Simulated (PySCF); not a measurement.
# M06-L on I- (iodine, charge -1)

Configuration: [Xe], closed-shell 1S. Calculation: PySCF 2.14, in aug-cc-pVTZ-DK3; the spin-free X2C one-electron Hamiltonian (Gaussian nucleus).

- Total energy: -7115.27 hartree
- One-electron energy: -9767.47 hartree
- Hartree (Coulomb) energy: 2835.61 hartree
- Exchange-correlation energy: -183.41 hartree
- ⟨S²⟩: 0.0000
- ⟨L²⟩: 0.000
- Sum of ⟨r⟩: 41.99 bohr
- Sum of ⟨r²⟩: 78.87 bohr²
- Langevin diamagnetic susceptibility: -62.5 ×10⁻⁶ cm³/mol

| shell | electrons | mean orbital energy (hartree) | rms radius, mean of both spins (bohr) |
| --- | --- | --- | --- |
| 1s | 2 | -1211.20023 | 0.0311 |
| 2s | 2 | -187.70246 | 0.127 |
| 2p | 6 | -168.37925 | 0.113 |
| 3s | 2 | -38.00558 | 0.334 |
| 3p | 6 | -31.66206 | 0.335 |
| 3d | 10 | -22.15707 | 0.314 |
| 4s | 2 | -6.55069 | 0.787 |
| 4p | 6 | -4.54981 | 0.844 |
| 4d | 10 | -1.61398 | 0.995 |
| 5s | 2 | -0.36716 | 2.16 |
| 5p | 6 | 0.00067 | 2.95 |

At M06-L the highest occupied level has a positive energy, so only the finite basis holds that electron; in a semilocal or global hybrid functional this comes from self-interaction and does not mean that the real anion is unbound.

Densities and radii are taken from the X2C orbitals without a picture-change correction, which distorts them close to the nucleus.
